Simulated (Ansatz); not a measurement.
Reaction (cleavage of the Si–Ge bond): `O=[CH][GeH2][SiH3]` + `O[SiH2][SeH]` → `O[SiH2][Se][SiH3]` + `O=[CH][GeH3]`

Isolated molecules relaxed with PBE0-D4/def2-TZVP in Ansatz; ΔE leaves out vibrations. CBS: MP2 limit from def2 TZ/QZ plus the TZ coupled-cluster correction, frozen cores. For Ge, Se outer-core shells are correlated without core-valence functions, which leaves a few kJ/mol of doubt a bond. Scalar relativity is left out up to krypton. Each species was taken in one conformer, which may not be the lowest.

```
             species  CCSD(T)/CBS(def2) energy (Eh)
`O=[CH][GeH2][SiH3]`                    -2481.98464
      `O[SiH2][SeH]`                    -2767.43299
 `O[SiH2][Se][SiH3]`                    -3057.73876
      `O=[CH][GeH3]`                    -2191.69659
```

Q: Work out ΔE.

A: ΔE = (-3057.73876) + (-2191.69659) − (-2481.98464) − (-2767.43299) = -0.01772 Eh = -46.5 kJ/mol.

Largest T1 diagnostic among the species: 0.015.

The D4 term adds −4.4 kJ/mol with B3LYP and −2.2 kJ/mol with PBE0; it sums over pairs of atoms, weighted by their polarisabilities, and B3LYP, whose exchange is more repulsive, gets the larger term. From PBE to PBE0 (25 % exact exchange), in def2-TZVPP and without D4, ΔE moves by −5.3 kJ/mol.

B3LYP here is the variant with VWN-RPA as its local correlation; programs differ in this.
